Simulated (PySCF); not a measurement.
CH₅AlClNO, SMILES C[O][Al]([NH2])[Cl]. Heavy atoms are numbered as in [Al:1]([Cl:2])([O:3][CH3:4])[NH2:8]. Hydrogens are named by the atom that carries them.

Coordinates come from a ωB97X-D3(BJ)/def2-SVP optimisation. The structure was generated by enumeration; whether it is a known compound was not checked. Other conformers were not sampled.

These are HF/pcSseg-1 run with PySCF values and carry that method's errors.

GIAO shieldings, no solvent; atoms alike by connectivity are averaged. δ = σ(ref) − σ: ³⁵Cl against HCl (σ = 958.2 ppm); ¹⁷O against H2O (σ = 333.0 ppm); ¹³C against TMS (σ = 192.6 ppm); ¹H against TMS (σ = 31.99 ppm); ¹⁵N against NH3 (σ = 267.3 ppm), references at their B3LYP-D3(BJ)/def2-TZVP geometries, non-relativistic (without spin–orbit terms, shifts of atoms bonded to Cl or Br come out too high).

```tsv
atoms	nucleus	count	δ (ppm)
Cl2	³⁵Cl	1	___
O3	¹⁷O	1	-14.7
C4 (CH3)	¹³C	1	___
H on C4	¹H	3	3.89
H on N8	¹H	2	___
N8 (NH2)	¹⁵N	1	1.3
```

### Question
Fill in the missing entries. (An estimate is asked for; the answer gives what the named calculation found.)

### Answer

- H on N8, δ (ppm): 0.79
- Cl2, δ (ppm): -102.7
- C4 (CH3), δ (ppm): 50.8
